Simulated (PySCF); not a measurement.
## Electron affinity of I by level of theory

I⁻ [Xe] (1S) → I [Kr] 4d10 5s2 5p5 (2P), as a difference of total energies. Calculation: PySCF 2.14, in aug-cc-pwCVTZ-DK3; scalar relativity by spin-free X2C-1e. Correlated levels: valence: [Kr] 4d10 frozen. The calculations carry no spin-orbit coupling.

```json
{"method": "UHF", "electron affinity (eV)": "2.293"}
{"method": "MP2 (valence)", "electron affinity (eV)": "3.196"}
{"method": "SCS-MP2 (valence)", "electron affinity (eV)": "3.130"}
{"method": "CCSD (valence)", "electron affinity (eV)": "3.080"}
{"method": "CCSD(T) (valence)", "electron affinity (eV)": "3.150"}
```

Task: How much does correlation contribute at CCSD(T) (valence)?

Result: 3.150 − (2.293) = 0.857 eV, measured against UHF.

A first-order spin-orbit estimate (lowest level to lowest level, LS coupling) adds -0.299 eV.

Errors of the correlated levels include the incompleteness of this basis and the frozen core.

For comparison: 3.059 eV (measured; photodetachment measurements, as compiled on the Wikipedia data page of electron affinities).
